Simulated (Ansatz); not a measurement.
Computed with Ansatz on PBE0-D4/def2-TZVP structures; ΔE is electronic, products minus reactants. CBS: MP2 limit from def2 TZ/QZ plus the TZ coupled-cluster correction, frozen cores. This one scheme is used for every species. Functionals use def2-TZVPP. Each species was taken in one conformer, which may not be the lowest.

Reaction (silylene formation by 1,1-elimination): `CN[SiH](P)S` → `CNP` + `[SiH]S`

```json
{"level": "BHLYP-D4", "ΔE (kcal/mol)": "65.7", "difference from CCSD(T)/CBS": "0.5"}
{"level": "CAM-B3LYP-D4", "ΔE (kcal/mol)": "64.1", "difference from CCSD(T)/CBS": "-1.1"}
{"level": "PBE0", "ΔE (kcal/mol)": "64.0", "difference from CCSD(T)/CBS": "-1.2"}
{"level": "BHLYP", "ΔE (kcal/mol)": "60.8", "difference from CCSD(T)/CBS": "-4.4"}
{"level": "RPA@PBE/def2-TZVPP", "ΔE (kcal/mol)": "58.0", "difference from CCSD(T)/CBS": "-7.2"}
{"level": "HF/def2-SVP", "ΔE (kcal/mol)": "57.9", "difference from CCSD(T)/CBS": "-7.3"}
{"level": "MP2/def2-TZVPP", "ΔE (kcal/mol)": "68.2", "difference from CCSD(T)/CBS": "3.0"}
{"level": "CCSD/def2-TZVPP", "ΔE (kcal/mol)": "62.5", "difference from CCSD(T)/CBS": "-2.7"}
{"level": "CCSD(T)/def2-TZVPP", "ΔE (kcal/mol)": "63.4", "difference from CCSD(T)/CBS": "-1.8"}
{"level": "MP2/CBS(def2)", "ΔE (kcal/mol)": "70.0", "difference from CCSD(T)/CBS": "4.8"}
{"level": "CCSD(T)/CBS", "ΔE (kcal/mol)": "65.2", "difference from CCSD(T)/CBS": "0"}
```

Largest T1 diagnostic among the species: 0.016.

From PBE to PBE0 (25 % exact exchange), in def2-TZVPP and without D4, ΔE moves by +3.4 kcal/mol. Leaving LDA and LC-ωPBE aside and taking each functional with its dispersion term where it has one, the values, not all of them listed here, spread over 10.0 kcal/mol, from BLYP-D4 to r2SCAN0-D4. LDA lies +8.4 kcal/mol from PBE without D4.

CCSD(T)/CBS has its own doubt, a few kJ/mol and more with outer-core shells, so smaller differences from it don't rank the levels.
